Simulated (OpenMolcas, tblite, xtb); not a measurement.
**CH6BSb (SMILES C[BH][SbH2]): the vertical energy of the triplet above the singlet, rung by rung**

The species is CH6BSb (9 atoms), meant as a singlet with charge 0. SMILES: `C[BH][SbH2]`. The shape is that of a PBE0-D4/def2-TZVP optimisation. This is one conformer, not always the lowest.

Each level gives the vertical energy of the triplet above the singlet (eV). The values are calculated.

```tsv
level	kind	program	value (eV)	CPU time (all runs)
GFN2-xTB	semi-empirical	xtb	2.96	under 2 s
GFN0-xTB	semi-empirical	xtb	3.63	under 2 s
GFN1-xTB	semi-empirical	xtb	3.04	under 2 s
IPEA1-xTB	semi-empirical	tblite	3.44	under 2 s
HF/def2-SVPD (core potential)	Hartree–Fock	OpenMolcas	3.16	92 s
SVWN5/def2-SVPD (core potential)	LDA	OpenMolcas	3.24	3.4 min
BLYP/def2-SVPD (core potential)	GGA	OpenMolcas	3.21	5 min
PBE/def2-SVPD (core potential)	GGA	OpenMolcas	3.10	5.2 min
revPBE/def2-SVPD (core potential)	GGA	OpenMolcas	3.08	4.8 min
TPSS/def2-SVPD (core potential)	meta-GGA	OpenMolcas	3.13	6.5 min
```

Spin-orbit coupling, which can split open shells on such heavy atoms by tenths of an eV, is left out. The values span 2.96 to 3.63 eV. The xTB rows lack spin polarisation, so open shells miss the exchange term that lowers them. CPU times are rough (shared hosts, several kinds of processor): they show what a rung costs within a factor of a few.
